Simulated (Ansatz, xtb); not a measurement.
## Relative energy of two isomers of C5H7ClS

Structure a: `S=C1CC[C@H](Cl)C1`, a singlet. Structure b: `S=C1CCC[C@@H]1Cl`, a singlet. Both are isolated molecules in the gas phase, relaxed with PBE-D3(BJ)/def2-SVP; the shapes shown needn't be the lowest conformers.

a (Å):

| atom | x (Å) | y (Å) | z (Å) |
| --- | --- | --- | --- |
| C | -0.2478 | 1.0390 | -1.1949 |
| C | -1.4270 | 0.2653 | -1.7588 |
| C | -1.2842 | -1.1574 | -1.1935 |
| C | -0.6148 | -0.9381 | 0.1701 |
| C | 0.3838 | 0.1919 | -0.1009 |
| Cl | -1.8556 | -0.3868 | 1.3889 |
| S | 0.2658 | 2.5126 | -1.6771 |
| H | -1.4822 | 0.3387 | -2.8618 |
| H | -2.3495 | 0.7434 | -1.3608 |
| H | -2.2359 | -1.7159 | -1.1157 |
| H | -0.5902 | -1.7550 | -1.8239 |
| H | -0.1615 | -1.8490 | 0.6020 |
| H | 1.3213 | -0.2469 | -0.5143 |
| H | 0.6732 | 0.7818 | 0.7889 |

b (Å):

```
atom    x (Å)    y (Å)    z (Å)
   C  -1.8363   0.4970  -0.8889
   C  -0.7783   0.7481   0.1740
   C   0.4052  -0.1792  -0.1700
   C  -0.2409  -1.3003  -1.0061
   C  -1.2913  -0.5652  -1.8353
  Cl  -0.4807   0.3434  -3.2076
   S  -3.3192   1.1729  -0.9848
   H  -0.5208   1.8252   0.2294
   H  -1.2288   0.4981   1.1594
   H   1.1439   0.3613  -0.7950
   H   0.9349  -0.5595   0.7246
   H   0.4707  -1.8774  -1.6272
   H  -0.7758  -2.0184  -0.3452
   H  -2.0788  -1.1815  -2.3031
```

Energies in hartree; the thermal terms are from GFN2-xTB frequencies at re-optimised GFN2-xTB minima (ideal gas, soft modes damped towards free rotors, one conformer each, 298.15 K, 1 atm) and include the zero-point energy:

```
                               a            b
E, CCSD(T)/def2-SVP  −1051.069376  −1051.066313
    E, MP2/def2-SVP  −1050.964695  −1050.962025
  E, MP2/def2-TZVPP  −1051.713528  −1051.710560
  zero-point energy      0.107259      0.107681
       H(298 K) − E      0.115162      0.115658
       G(298 K) − E      0.074980      0.075297
```

Q: Correct the CCSD(T) difference for the basis set by the MP2 change, then work out ΔE, ΔE₀, ΔH and ΔG for a → b in kJ/mol (1 Eh = 2625.50 kJ/mol) and the equilibrium ratio [b]/[a].

A: 1. Differences b − a: CCSD(T) +0.003063, MP2 in the small set +0.002670, MP2 in the large set +0.002968 Eh.
2. ΔE = +0.003063 + (+0.002968 − (+0.002670)) = +0.003361 Eh = +8.82 kJ/mol.
3. ΔE₀ = ΔE + ΔZPE = +0.003361 + (+0.000422) Eh = +9.93 kJ/mol.
4. ΔH = ΔE + (+0.000496) Eh = +10.13 kJ/mol.
5. ΔG = ΔE + (+0.000317) Eh = +9.66 kJ/mol, so ΔS = (ΔH − ΔG)/T = +1.6 J/(mol K).
6. kT = 0.9442 mEh, so K = [b]/[a] = exp(−ΔG/kT) = exp(−3.90) ≈ 0.02.

Structure a is favoured at this temperature. An error of 4 kJ/mol in ΔG would change K by a factor of 5. HF/STO-3G found them nearly level. Mirror images and further conformers aren't counted.

As drawn, both hold the same kinds of bond in the same numbers.

Other levels gave ΔE = +7.2 (GFN2-xTB); +2.0 (HF/STO-3G, GFN2-xTB geometries); +11.4 (r2SCAN-D4/def2-SVP, GFN2-xTB geometries); +9.3 (PBE-D3(BJ)/def2-SVP); +14.5 (HF/def2-SVP); +7.0 (MP2/def2-SVP); +8.0 (CCSD(T)/def2-SVP) kJ/mol. The correlated steps freeze 15 core orbitals. Programs: Ansatz 0.2.0, xtb 6.7.1.
